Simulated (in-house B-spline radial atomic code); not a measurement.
# RPA and G0W0 on TPSS: the neon ion Ne⁶⁺

Configuration [He] 2s2, mean-field start TPSS. Computed with a B-spline radial code for spherical atoms: all electrons, scalar-relativistic (spin-free one-electron X2C), finite nucleus, each spin shell either full or empty, empty states to l = 9 with an (l + 1/2)⁻⁴ tail; G0W0 by contour deformation at full frequency.

Command:
```bash
python run_gw.py task.json out
```
Settings (radii: box in bohr, nucleus in fm):
```
Z                        10
electrons                4
configuration            [He] 2s2
hamiltonian              x2c
method                   tpss,tpss
lmax                     9
rms_radius               3.0055
spin_polarised           False
box_radius               9.29
intervals                68
ion_configuration        [He] 2s1
```

Time taken, with all properties: 1.2 s on 1 thread of Arm Neoverse V2, on a shared host.

Energies (hartree):

```
                                     term       value
                         mean-field total  -110.39499
Hartree-Fock functional on these orbitals  -110.24788
                      direct second order    -0.42536
                    second-order exchange      0.2093
                         SOSEX correction     0.14986
```

(1) What is the RPA correlation energy, and what remains with SOSEX?

Quasi-particle levels (eV):

```csv
level,occupied,mean field,Σx - vxc,Σc,QP weight,G0W0
2s,yes,-193.04,-11.03,?,?,?
1s,yes,-1046.18,-57.97,6.53,0.931,-1097.61
2p,no,-173.33,16.44,-1.59,0.973,-158.47
```

G0W0 = mean field + (Σx - vxc) + Σc, with Σc (partial-wave tail included) taken at the quasi-particle energy.

(2) Where does G0W0 put 2s?

(3) What does it cost to remove one electron (to [He] 2s1) by differences of total energies, each species on its own start (correlation terms add to the Hartree-Fock functional)?

Results:

(1) RPA gives -0.3052 hartree (-2.08 eV per electron); RPA + SOSEX gives -0.15534, and the second-order doubles -0.21606 hartree (no singles). SOSEX takes back 49 % of the RPA value.

(2) At -207.35 eV, with Σc = -3.28 eV and a quasi-particle weight of 0.951. The tabulated removal energy is 207.271 ± 0.012 eV (NIST, measured).

(3) TPSS 205.61 eV, Hartree-Fock functional 203.80 eV, + RPA 207.59 eV, + RPA + SOSEX 206.65 eV, + second order 208.25 eV. Tabulated: 207.271 ± 0.012 eV (NIST, measured).
